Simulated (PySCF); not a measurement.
B3LYP has the VWN-RPA correlation part, as in Gaussian. Delta-SCF ions had no search for a lower state. Excitations are Tamm–Dancoff values on a coarser integration grid. The basis has no diffuse functions, so Rydberg states are missing or too high.

# C$_{6}$H$_{8}$B$_{2}$, SMILES `c1c(B)ccc(c1)B` (H–B–C–C torsion 0°, C–C–B–H torsion 180°) (charge 0, multiplicity 1)

Method: B3LYP-D3(BJ)/def2-SVP (PySCF 2.14.0).

```yaml
HOMO: -7.45 eV
dipole_moment: 0.00 D
LUMO: -2.99 eV
HOMO–LUMO gap: 4.46 eV
S1 excitation (TDA): 4.00 eV
S1 oscillator strength: 0.042
brightest of the four lowest singlets (TDA): 4.88 eV
T1 excitation (TDA): 3.10 eV
S1–T1 gap (TDA): 0.90 eV
vertical ionisation energy (Delta-SCF): 9.50 eV
adiabatic ionisation energy (no zero-point term): 9.31 eV
hole reorganisation energy (four-point): 0.389 eV
total_energy: -282.9506 Ha
cost: roughly 3 core-minutes
```

```xyz
16

B     -2.9665     0.0924     0.1456
C     -1.4234     0.0443     0.0699
C     -0.6435     1.1951     0.3315
C      0.7458     1.1519     0.2631
C      1.4234    -0.0443    -0.0699
B      2.9665    -0.0924    -0.1457
C      0.6435    -1.1952    -0.3313
C     -0.7458    -1.1519    -0.2632
H     -3.5288     1.1210     0.4326
H     -3.6170    -0.8984    -0.0819
H     -1.1487     2.1293     0.5907
H      1.3309     2.0522     0.4686
H      3.5289    -1.1214    -0.4308
H      3.6169     0.8990     0.0799
H      1.1487    -2.1294    -0.5903
H     -1.3309    -2.0521    -0.4689
```
